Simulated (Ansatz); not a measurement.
`P[SiH2][GaH2]` → `[PH2][GaH2]` + `[SiH2]` at 400 K and 1 bar (silylene formation by 1,1-elimination).

Gas-phase electronic energies from Ansatz, PBE0-D4/def2-TZVP geometries. CCSD(T)/CBS adds triple-zeta CCSD(T) − MP2 to the extrapolated MP2 energy (def2 sets, frozen cores). This one scheme is used for every species. For Ga outer-core shells are correlated without core-valence functions, which leaves a few kJ/mol of doubt a bond. Scalar relativity is left out up to krypton. Each species was taken in one conformer, which may not be the lowest.

| species | CCSD(T)/CBS energy (Eh) | H − E (kJ/mol) | S (J/(mol·K)) |
| --- | --- | --- | --- |
| `P[SiH2][GaH2]` | -2557.54159 | 158.9 | 397.8 |
| `[PH2][GaH2]` | -2267.26620 | 102.4 | 311.8 |
| `[SiH2]` | -290.19011 | 44.2 | 218.1 |

H − E and S are ideal-gas, rigid-rotor, harmonic terms from PBE0-D4/def2-TZVP, for one conformer and one mirror image of each species. 1 Eh = 2625.50 kJ/mol, R = 8.31446 J/(mol·K).

By hand: ΔE, ΔH, ΔS and ΔG.

ΔE = (-2267.26620) + (-290.19011) − (-2557.54159) = 0.08528 Eh = 223.9 kJ/mol. Δ(H − E) = 102.4 + 44.2 − 158.9 = -12.3, so ΔH = 211.6 kJ/mol. ΔS = 311.8 + 218.1 − 397.8 = 132.1 J/(mol·K). ΔG = 211.6 − 400 × (132.1)/1000 = 158.8 kJ/mol.

By hand: the equilibrium constant, and the temperature at which ΔG would vanish if ΔH and ΔS stayed fixed.

log₁₀ K = −ΔG/(RT ln 10) = -20.7. ΔG = 0 at ΔH/ΔS = 1602 K.

The number of gas molecules changes by +1, which sets the sign of ΔS. A doubt of 5 kJ/mol in ΔE shifts log₁₀ K by 0.7 here. Other conformers and mirror images would add mixing entropy, several J/(mol·K) or more a flexible species. Modes under 60 cm⁻¹, often nearly free rotors, make the harmonic entropy too high. These are equilibria of isolated gas molecules and say nothing of rates. Largest T1 diagnostic: 0.014 (customary marks: 0.02 for closed shells, 0.045 for open ones).
